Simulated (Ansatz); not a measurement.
`[NH2][Mg][Cl]` + HBr → `[Cl][Mg][Br]` + NH₃ at 298.15 K and 1 bar (ligand exchange at a Mg–N bond).

Program: Ansatz. Geometries: PBE0-D4/def2-TZVP. ΔE: electronic, gas phase. CCSD(T)/CBS is the MP2 limit (def2-TZVPP, def2-QZVPP) plus CCSD(T) − MP2 in def2-TZVPP, frozen cores. This one scheme is used for every species. For Br, Mg outer-core shells are correlated without core-valence functions, which leaves a few kJ/mol of doubt a bond. Scalar relativity is left out up to krypton. One conformer a species, not always the lowest.

```
        species  CCSD(T)/CBS energy (Eh)  H − E (kJ/mol)  S (J/(mol·K))
`[NH2][Mg][Cl]`               -715.67895            82.4          289.9
            HBr              -2573.91920            24.6          198.6
 `[Cl][Mg][Br]`              -3233.14611            20.4          289.3
            NH₃                -56.50880           100.5          192.4
```

H − E and S are ideal-gas, rigid-rotor, harmonic terms from PBE0-D4/def2-TZVP, for one conformer and one mirror image of each species. 1 Eh = 2625.50 kJ/mol, R = 8.31446 J/(mol·K).

Problem. By hand: ΔE, ΔH, ΔS and ΔG.

Solution. ΔE = (-3233.14611) + (-56.50880) − (-715.67895) − (-2573.91920) = -0.05676 Eh = -149.0 kJ/mol. Δ(H − E) = 20.4 + 100.5 − 82.4 − 24.6 = 13.9, so ΔH = -135.1 kJ/mol. ΔS = 289.3 + 192.4 − 289.9 − 198.6 = -6.8 J/(mol·K). ΔG = -135.1 − 298.15 × (-6.8)/1000 = -133.1 kJ/mol.

Problem. By hand: the equilibrium constant, and the temperature at which ΔG would vanish if ΔH and ΔS stayed fixed.

Solution. log₁₀ K = −ΔG/(RT ln 10) = 23.3. ΔG = 0 at ΔH/ΔS = 19868 K, far beyond where these terms or the molecules hold.

The number of gas molecules stays the same, so ΔS is small and ΔH decides. A doubt of 5 kJ/mol in ΔE shifts log₁₀ K by 0.9 here. Other conformers and mirror images would add mixing entropy, several J/(mol·K) or more a flexible species. These are equilibria of isolated gas molecules and say nothing of rates. Largest T1 diagnostic: 0.008 (customary marks: 0.02 for closed shells, 0.045 for open ones).
